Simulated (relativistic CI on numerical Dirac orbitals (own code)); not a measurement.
# Cubic crystal-field splitting of Pr4+ by operator equivalents

Problem. Pr4+ (4f) sits in a cubic field with the Wybourne parameters B⁴₀ = -2330 and B⁶₀ = 160 cm⁻¹. Find the levels of its ground J multiplet, neglecting the mixing with the other J.

Working.
1. One f electron has the ground level ²F5/2 with g_J = 6/7 and the Stevens factor β = 2/315. Rank 6 cannot act within J = 5/2.
2. Stevens form: B₄ = β B⁴₀/8 = -1.8492 cm⁻¹, in H = B₄(O₄⁰ + 5O₄⁴).
3. The eigenvalues of O₄⁰ + 5O₄⁴ for J = 5/2 are −240 (Γ7 doublet) and +120 (Γ8 quartet): E(Γ7) = 443.8, E(Γ8) = -221.9 cm⁻¹.
4. Order and energies above the lowest: Γ8 0.0, Γ7 665.7 cm⁻¹. The Γ8 quartet has no single g value.

Check. Diagonalising spin-orbit coupling (free-ion gap 2909 cm⁻¹, from a Dirac-Coulomb-Breit calculation) and field together in all 14 states gives Γ8 0.0, Γ7 622.7 cm⁻¹. The other multiplet starts at 2761 cm⁻¹; the differences from the hand values come from J mixing and grow with the ratio of the field to that gap.
